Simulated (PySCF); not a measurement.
Vertical excitations of a molecule C2H8N2Si2 from TDDFT-PBE/def2-SVPD run with PySCF, as energy in eV (oscillator strength): 3.27 (0.002), 3.73 (0.003), 4.35 (0.007), 4.71 (0.004), 4.82 (0.001), 5.00 (0.012), 5.26 (0.023), 5.35 (0.002), 5.37 (0.016), 5.54 (0.008). Lowest triplet (TDA): 2.66 eV. Geometry optimised at PBE0-D3(BJ)/def2-SVP. Other conformers were not sampled.

Q: Pick the molecule that these values belong to.
(A) C[Si@H]1C=N[SiH2]N1
(B) [SiH3]C1=N[SiH2]NC1
(C) N[Si@H]1C=N[SiH2]C1
(D) CN[Si@H]1C=N[SiH2]1

A: D, CN[Si@H]1C=N[SiH2]1
